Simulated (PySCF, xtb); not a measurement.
Te(OH)2 (H2O2Te), SMILES O[Te]O. Other conformers were not sampled.

Harmonic wavenumbers (cm⁻¹) from GFN2-xTB in xtb at its own minimum, in rising order: 196, 282, 349, 521, 561, 925, 929, 3592, 3601.

What does PySCF with PBE-D3(BJ)/def2-TZVP give at its own minimum? (The exact figures need the calculation; the answer reports its results.)

198, 432, 442, 574, 593, 972, 976, 3681, 3683. Paired by order, the mean absolute difference is 66 cm⁻¹ and the zero-point energies are 15.7 and 16.5 kcal/mol.
